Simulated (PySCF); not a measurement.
A structure optimised at PBE0-D3(BJ)/def2-SVP, used in a PySCF frequency run:

```xyz
11

C     -1.8921     0.5043     0.2526
C     -0.8853    -0.5592    -0.0779
F     -0.8573    -0.7471    -1.4302
F     -1.2819    -1.7518     0.4746
Si     0.9175    -0.2877     0.5338
Cl     1.5765     1.5404    -0.1722
H     -1.5863     1.4625    -0.1889
H     -2.8683     0.2082    -0.1596
H     -1.9812     0.6228     1.3414
H      1.7757    -1.3716    -0.0075
H      0.9302    -0.2623     2.0211
```

**Question.** Write its SMILES and formula.

**Answer.** CC(F)(F)[SiH2]Cl, C₂H₅ClF₂Si

**Question.** What are its rotational constants (standard atomic weights)?

**Answer.** 3.8505, 1.3518, 1.2564 GHz
